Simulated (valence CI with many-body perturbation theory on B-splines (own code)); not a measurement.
## Ar XIII: electric-dipole lines

Method: valence CI with perturbative core correlation (CI+MBPT): four valence electrons over a frozen Dirac-Fock core [He], a basis of 11 s, 11 p, 9 d, 7 f, 5 g, 2 h, 1 i functions for each j, with the one-electron correlation potential Σ1, the two-electron term Σ2, the three-electron term Σ3, Breit, model QED; selected CI, second order for the rest, scaled by the run's own slope (own B-spline code, finite nucleus).

No measured levels were compared; by estimate levels of excited configurations hold to 0.05 to 0.15 % of their energy, terms of the ground configuration to about 0.5 %. Among the levels kept, up to 280 cm⁻¹ of a level comes from second order outside the variational space, and about a tenth of that is noise between levels of different J, which matters for small intervals.

Lines 1 to 50 of 240 in falling wavelength, among levels below 453.45 eV, chosen from the strongest by gf and those to the six lowest levels. Wavelengths and rates use the calculated energies, so an error of 300 cm⁻¹ moves a line at 1038 Å by 0.31 % and its rate by three times that or more. Electric multipoles are in the length gauge, E1 and E2 with the static RPA response of the core. Weak lines are less certain than strong ones. Lines between different terms over intervals too small for the method are left out, as are lines whose strength nearly cancels. The highest levels of a list are the least certain.

Names give the largest LS component (configuration and term), which can be under half, so a name can repeat, a term be missing and a line seem to break the LS rules; names also repeat where a configuration has a term twice.

| λ vac (Å) | Upper | Lower | A (s⁻¹) | log gf | Branch % |
| --- | --- | --- | --- | --- | --- |
| 1038 | 2s2 2p 3d 1P°_1 | 2s2 2p 3p 1S_0 | 2.02e+08 | -1.01 | 0.0 |
| 1018 | 2s 2p2 3p 3D°_3 | 2s 2p2 3s 3P_2 | 3.83e+08 | -0.38 | 0.0 |
| 1008 | 2s 2p2 3d 5P_3 | 2s 2p2 3p 5S°_2 | 1.67e+08 | -0.75 | 0.0 |
| 1001 | 2s 2p2 3p 3D°_2 | 2s 2p2 3s 3P_1 | 3.57e+08 | -0.57 | 0.0 |
| 994.6 | 2s 2p2 3p 3D°_1 | 2s 2p2 3s 3P_0 | 2.68e+08 | -0.92 | 0.0 |
| 967.0 | 2s 2p2 3d 5P_2 | 2s 2p2 3p 5S°_2 | 2.35e+08 | -0.78 | 0.0 |
| 956.9 | 2s2 2p 3p 1P_1 | 2s2 2p 3s 3P°_1 | 2.67e+08 | -0.96 | 2.6 |
| 949.3 | 2s 2p2 3d 5P_1 | 2s 2p2 3p 5S°_2 | 2.86e+08 | -0.94 | 0.0 |
| 901.4 | 2s 2p2 3d 5F_3 | 2s 2p2 3p 5D°_3 | 1.12e+08 | -1.02 | 0.5 |
| 901.3 | 2s 2p2 3p 5D°_3 | 2s 2p2 3s 5P_3 | 1.08e+08 | -1.03 | 9.8 |
| 895.2 | 2s 2p2 3p 3P°_1 | 2s 2p2 3s 3P_2 | 3.28e+08 | -0.93 | 0.0 |
| 876.9 | 2s 2p2 3p 5D°_2 | 2s 2p2 3s 5P_2 | 3.27e+08 | -0.73 | 21.2 |
| 874.8 | 2s 2p2 3d 5F_5 | 2s 2p2 3p 5D°_4 | 6.36e+08 | -0.10 | 99.9 |
| 872.4 | 2s 2p2 3d 5F_2 | 2s 2p2 3p 5D°_2 | 2.13e+08 | -0.91 | 1.7 |
| 870.2 | 2s 2p2 3p 3P°_2 | 2s 2p2 3s 3P_2 | 5.66e+08 | -0.49 | 0.1 |
| 867.4 | 2s 2p2 3p 5D°_0 | 2s 2p2 3s 5P_1 | 7.61e+08 | -1.07 | 23.5 |
| 859.4 | 2s 2p2 3d 5F_4 | 2s 2p2 3p 5D°_3 | 6.23e+08 | -0.21 | 10.7 |
| 859.0 | 2s 2p2 3d 5F_1 | 2s 2p2 3p 5D°_1 | 2.50e+08 | -1.08 | 4.1 |
| 846.1 | 2s 2p2 3d 5F_3 | 2s 2p2 3p 5D°_2 | 5.68e+08 | -0.37 | 2.6 |
| 845.8 | 2s 2p2 3p 5D°_1 | 2s 2p2 3s 5P_1 | 5.46e+08 | -0.76 | 0.4 |
| 845.7 | 2s2 2p 3p 3D_3 | 2s2 2p 3s 3P°_2 | 7.17e+08 | -0.27 | 6.4 |
| 843.6 | 2s 2p2 3d 5F_2 | 2s 2p2 3p 5D°_1 | 3.87e+08 | -0.68 | 3.0 |
| 837.9 | 2s 2p2 3d 5F_1 | 2s 2p2 3p 5D°_0 | 3.72e+08 | -0.93 | 6.2 |
| 834.7 | 2s 2p2 3p 3P°_0 | 2s 2p2 3s 3P_1 | 7.54e+08 | -1.10 | 0.1 |
| 832.8 | 2s 2p2 3d 5D_4 | 2s 2p2 3p 5P°_3 | 5.25e+08 | -0.31 | 29.9 |
| 831.0 | 2s 2p2 3p 5D°_4 | 2s 2p2 3s 5P_3 | 8.71e+08 | -0.09 | 84.9 |
| 830.9 | 2s 2p2 3d 5D_2 | 2s 2p2 3p 5P°_2 | 3.32e+08 | -0.76 | 0.1 |
| 828.8 | 2s 2p2 3p 5P°_2 | 2s 2p2 3s 5P_3 | 3.35e+08 | -0.76 | 2.6 |
| 824.5 | 2s 2p2 3p 5D°_3 | 2s 2p2 3s 5P_2 | 7.49e+08 | -0.27 | 67.5 |
| 824.5 | 2s2 2p 3p 3D_2 | 2s2 2p 3s 3P°_1 | 6.55e+08 | -0.48 | 5.5 |
| 820.5 | 2s 2p2 3d 5D_1 | 2s 2p2 3p 5P°_1 | 4.60e+08 | -0.86 | 0.4 |
| 819.6 | 2s 2p2 3d 5D_3 | 2s 2p2 3p 5P°_2 | 4.87e+08 | -0.46 | 0.1 |
| 818.7 | 2s 2p2 3p 5D°_2 | 2s 2p2 3s 5P_1 | 4.94e+08 | -0.61 | 32.1 |
| 816.1 | 2s 2p2 3d 5D_2 | 2s 2p2 3p 5P°_1 | 2.30e+08 | -0.94 | 0.1 |
| 810.6 | 2s2 2p 3p 3D_1 | 2s2 2p 3s 3P°_0 | 4.71e+08 | -0.86 | 3.2 |
| 790.0 | 2s2 2p 3d 3F°_4 | 2s2 2p 3p 3D_3 | 8.02e+08 | -0.17 | 99.2 |
| 784.9 | 2s 2p2 3d 5D_4 | 2s 2p2 3p 5D°_4 | 2.82e+08 | -0.63 | 16.0 |
| 783.4 | 2s 2p2 3p 5P°_3 | 2s 2p2 3s 5P_3 | 8.44e+08 | -0.26 | 3.1 |
| 780.8 | 2s2 2p 3d 3D°_3 | 2s2 2p 3p 3P_2 | 5.42e+08 | -0.46 | 0.0 |
| 776.4 | 2s 2p2 3p 5P°_1 | 2s 2p2 3s 5P_2 | 8.31e+08 | -0.65 | 1.2 |
| 775.5 | 2s2 2p 3d 3F°_3 | 2s2 2p 3p 3D_2 | 8.05e+08 | -0.29 | 0.3 |
| 765.9 | 2s2 2p 3d 3D°_1 | 2s2 2p 3p 3P_0 | 4.22e+08 | -0.95 | 0.0 |
| 763.4 | 2s 2p2 3p 5P°_2 | 2s 2p2 3s 5P_2 | 3.07e+08 | -0.87 | 2.4 |
| 759.2 | 2s 2p2 3d 5D_3 | 2s 2p2 3p 5D°_3 | 1.73e+08 | -0.98 | 0.0 |
| 746.3 | 2s2 2p 3p 3P_1 | 2s2 2p 3s 3P°_2 | 9.51e+08 | -0.62 | 1.7 |
| 744.3 | 2s2 2p 3d 3P°_2 | 2s2 2p 3p 3P_2 | 3.89e+08 | -0.79 | 0.0 |
| 742.4 | 2s 2p2 3d 5P_3 | 2s 2p2 3p 5P°_3 | 5.53e+08 | -0.50 | 0.0 |
| 742.0 | 2s2 2p 3d 3D°_2 | 2s2 2p 3p 3S_1 | 5.75e+08 | -0.62 | 0.0 |
| 739.8 | 2s2 2p 3d 1D°_2 | 2s2 2p 3p 3D_1 | 7.49e+08 | -0.51 | 0.1 |
| 737.3 | 2s2 2p 3d 3F°_2 | 2s2 2p 3p 1P_1 | 7.17e+08 | -0.53 | 0.2 |
